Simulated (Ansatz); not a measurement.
Born–Oppenheimer molecular dynamics of ClH$_{3}$O$_{3}$Sn (8 atoms, charge 0, multiplicity 1). It goes on from the last frame of an earlier run, with new velocities.

These are results of RKS PBE0/def2-SVP in Ansatz, not measurements.

* ensemble: NVT, Langevin thermostat
* time step: 0.5 fs
* steps asked: 150
* set temperature: 1500 K
* friction: 0.01 /fs
* seed: 315705

First frame:

```xyz
8
Properties=species:S:1:pos:R:3
Sn -0.073 -0.146 -0.054
Cl -0.036 -0.081 2.292
O 1.761 -0.287 -1.205
H 1.923 -1.270 -1.435
O -0.662 1.593 -0.704
H -0.726 1.586 -1.687
O -1.397 -1.594 -0.040
H -2.183 -1.313 0.516
```

How far do the bonds stretch over the last three quarters of this one trajectory? (Pairs bonded in most of those frames.)


```
   bond  mean (Å)  spread (Å)  shortest  longest
Sn1–Cl2     2.350       0.027      2.28     2.40
 Sn1–O3     2.024       0.135      1.83     2.21
 Sn1–O5     1.977       0.038      1.92     2.04
 Sn1–O7     1.992       0.041      1.93     2.06
  O3–H4     0.998       0.059      0.89     1.08
  O5–H6     0.976       0.048      0.89     1.05
  O7–H8     0.979       0.051      0.89     1.07
```

Mean temperature of the second half: 1542 K. A run of 0.075 ps of so small a system gives no equilibrium averages.

Run time: 8.7 min on 2 threads of Intel(R) Xeon(R) Platinum 8259CL CPU @ 2.50GHz (Skylake/Cascade Lake) (shared host), peak memory 0.25 GiB.
